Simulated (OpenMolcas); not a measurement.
A run on Fe4+ among 6 point charges of -1.5 e arranged as a tetragonal octahedron (D4h), 1.89 Å from the ion, with the axial distance 1.814 Å.
```
   1.8900    0.0000    0.0000  -1.50
   0.0000    1.8900    0.0000  -1.50
  -1.8900    0.0000    0.0000  -1.50
   0.0000   -1.8900    0.0000  -1.50
   0.0000    0.0000    1.8144  -1.50
   0.0000    0.0000   -1.8144  -1.50
```

```json
{"Program": "OpenMolcas 26.06", "Method": "CASSCF", "Basis": "ANO-RCC-VDZP [5s4p2d1f]", "Scalar Hamiltonian": "DKH2, point nucleus", "Active space": "4 electrons in 5 orbitals (3d)", "State averaging": "2S+1 = 5 even, 5 roots; 2S+1 = 3 even, 45 roots; 2S+1 = 1 even, 50 roots", "Spin-orbit coupling": "state interaction with AMFI integrals over the reference wave functions"}
```

34 basis functions. Blocks (2S+1, parity, CSFs, roots kept): 5, even, 5, 5; 3, even, 45, 45; 1, even, 50, 50.

Q: How long do the RASSCF and RASSI steps take on 1 thread of Arm Neoverse V1, on a shared host?

A: About 23 s of wall time, without the integral step.
